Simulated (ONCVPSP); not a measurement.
# Reading a pseudo-wave (caesium (Cs))

Columns: radius, all-electron u(r) and pseudo u(r) of the 5s shell (level -31.94 eV) of caesium in the configuration [Kr] 4d10 5s2 5p6; PBE, scalar-relativistic, ONCV scheme, ONCVPSP 4.0.1.

| r (bohr) | all-electron | pseudo |
| --- | --- | --- |
| 0.173 | 0.2231 | 0.0149 |
| 0.345 | -0.0200 | 0.0582 |
| 0.518 | -0.4586 | 0.1478 |
| 0.690 | -0.3107 | 0.2829 |
| 0.862 | 0.0929 | 0.4470 |
| 1.035 | 0.4729 | 0.6131 |
| 1.208 | 0.7285 | 0.7510 |
| 1.380 | 0.8580 | 0.8392 |
| 1.553 | 0.8921 | 0.8708 |
| 1.725 | 0.8618 | 0.8498 |
| 1.898 | 0.7932 | 0.7892 |
| 2.070 | 0.7065 | 0.7059 |
| 2.242 | 0.6141 | 0.6140 |
| 2.415 | 0.5236 | 0.5235 |
| 2.588 | 0.4401 | 0.4401 |
| 2.760 | 0.3662 | 0.3661 |
| 2.932 | 0.3020 | 0.3020 |
| 3.105 | 0.2470 | 0.2470 |
| 3.278 | 0.2009 | 0.2009 |
| 3.450 | 0.1628 | 0.1628 |
| 3.623 | 0.1313 | 0.1313 |
| 3.795 | 0.1057 | 0.1057 |
| 3.968 | 0.0847 | 0.0847 |
| 4.140 | 0.0678 | 0.0678 |
| 4.312 | 0.0541 | 0.0541 |
| 4.485 | 0.0431 | 0.0431 |

(1) How many radial nodes do the two functions have?

(2) At about which radius was the pseudo-wave matched?

(3) Where does each function peak?

(4) Is the pseudo-wave norm-conserving?

## Answers

(1) The all-electron 5s function has n − l − 1 = 4 (the table is too coarse to show those close to the nucleus); the pseudo-wave has 0, since the states of the same l below it are removed with the core.

(2) 2.25 bohr, where the columns begin to agree (steps of 0.17 bohr).

(3) Outermost all-electron maximum near 1.55 bohr, pseudo maximum near 1.55 bohr (to the table’s step).

(4) Yes: the ONCV scheme keeps the norm inside the radius equal to the all-electron one, which fixes the energy derivative of the logarithmic derivative at the level.
